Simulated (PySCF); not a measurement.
B(H)(SiH3)2 (BH₇Si₂), SMILES [SiH3]B[SiH3]. Geometry: PBE-D3(BJ)/def2-SVP.

Level of theory: PBE-D3(BJ)/def2-SVP (PySCF).

Harmonic wavenumbers (cm⁻¹): 81, 81, 142, 324, 355, 466, 485, 667, 695, 721, 814, 842, 872, 881, 915, 917, 924, 2103, 2103, 2148, 2151, 2157, 2159, 2550. Rotational constants (GHz): 20.69, 2.398, 2.262; symmetry number 2.

Work out the zero-point energy and the ideal-gas rigid-rotor harmonic-oscillator thermochemistry at 298.15 K and 1 atm.

ZPE = ½ Σ hcν = ½ × 25549 cm⁻¹ = 152.82 kJ/mol. H − E(el) = 173.75 kJ/mol. Entropy in J/(mol K): translation 162.43, rotation 100.78, vibration 68.69, total 331.90. G − E(el) = 74.79 kJ/mol. Cp = 108.19 J/(mol K). Modes under 150 cm⁻¹ make the vibrational entropy uncertain.
